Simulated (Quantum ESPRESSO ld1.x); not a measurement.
Results of a calculation; reference values are marked as such.
One sound ld1.x (Quantum ESPRESSO 7.5) input for neutral gadolinium gives E = -11271.122 hartree in 36 iterations:

```
 &input
    zed=64.0,
    iswitch=1,
    rel=1,
    dft='PBE',
    config='[Xe] 4f7 5d1 6s2',
    verbosity='high',
    prefix='ld1',
    max_out_wfc=37,
    file_charge='ld1.rho',
 /
```

Changed or added lines, one case at a time, and what came of them:

- config='[Xe] 4f7 5d1 6s2 7d-1': harmless. A negative occupation marks a state as unused; the result equals that of the sound run.
- dx=0.15: inaccurate. The radial step is too large to integrate the orbitals; the run ends without a warning, but the energy is off by -0.7497 hartree against the default mesh.
- tr2=1e-30: usable despite the warning. The threshold lies below the rounding noise, so the cycle runs to its limit and warns, but the energy differs from the sound run by less than 1e-5 hartree.
- config='[Xe] 4f7 5d1 6s2 5g1': refused. The program stops in el_config with "l not found:G": the config string knows s, p, d and f alone.
- config='[Xe] 4f7 5d1 6s2 7p3': spurious. The string holds 67 electrons for Z = 64, so the species has charge -3 and is not the one meant. The equations of the added shell fail (the log warns of at least one error in the KS equations), so the printed solution is spurious even though the residual is small.
- dft='TPSS': silently wrong. The run ends, but meta-GGAs in ld1.x 7.5 are not to be trusted (inferred for this case from a test): on neon, TPSS gave -128.864 hartree against -128.981 from two other codes, with a broken virial ratio.
- config='[Xe] 4f7 5d1 6s2 1s1': refused. The program stops in el_config with "wavefunction 1S found too many times": the bracketed core already holds 1s.
